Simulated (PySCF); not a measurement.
**Do core-level shifts follow atomic charges?**

Compound: C3H5BO2.
Geometry (PBE0-D3(BJ)/def2-SVP, Å), atoms numbered from 1 in this order:
```
atom  x, y, z in Å
C1     2.3963   -0.0389    0.5353
C2     1.4035   -0.1973   -0.1443
C3     0.1522   -0.3501   -0.8617
B4    -1.0968    0.1324    0.0062
O5    -0.9693    0.5268    1.2977
O6    -2.3179    0.1343   -0.5838
H7     3.3011    0.0897    1.0999
H8    -0.0087   -1.4063   -1.1410
H9     0.1675    0.2118   -1.8110
H10   -0.0461    0.4916    1.5838
H11   -3.0035    0.4319    0.0247
```

Binding energies: delta-SCF UKS SCAN, pcX-2 on the ionised atom, pcseg-1 elsewhere, spin-free X2C (PySCF 2.14.0). Charges: PBE0/pcSseg-1 ground-state density, for the ionised atom.

```json
{"atom": "C1", "environment": "terminal alkyne carbon", "C 1s (eV)": "290.35", "Mulliken (e)": "-0.367", "IAO (e)": "-0.277", "Hirshfeld (e)": "-0.131", "ESP (e)": "-0.543"}
{"atom": "C2", "environment": "alkyne carbon", "C 1s (eV)": "290.99", "Mulliken (e)": "+0.059", "IAO (e)": "-0.018", "Hirshfeld (e)": "-0.036", "ESP (e)": "+0.103"}
{"atom": "C3", "environment": "sp3 carbon bound to boron", "C 1s (eV)": "291.22", "Mulliken (e)": "-0.384", "IAO (e)": "-0.454", "Hirshfeld (e)": "-0.127", "ESP (e)": "-0.464"}
```

Question: How well does each charge scheme correlate with the binding energies over these sites?

Answer: ESP: r = 0.36, slope 0.5 eV per e; Hirshfeld: r = 0.30, slope 2.5 eV per e; Mulliken: r = 0.23, slope 0.4 eV per e; IAO: r = -0.15, slope -0.3 eV per e. On 3 points no scheme stands out.

Question: The point-charge model writes a binding energy as kq + V + constant, with V the potential of the other atoms' charges at the site. What does it give with the Mulliken charges?

Answer: V = Σ 14.40 eV Å × q/r over all other atoms: +2.60 eV at C1, -3.27 eV at C2, +6.59 eV at C3. Fitting binding energy − V to q gives k = 18.7 eV per e and leaves an rms residual of 1.15 eV, against 0.36 eV for the fit on q alone. The model has no term for differences in relaxation between sites.

The unrestricted hole states depart most from a pure doublet (⟨S²⟩ = 0.75; over 0.85 named) for C 1s of C2 (0.87), which makes this value less certain. Isolated species at its PBE0-D3(BJ)/def2-SVP geometry (one conformer only).
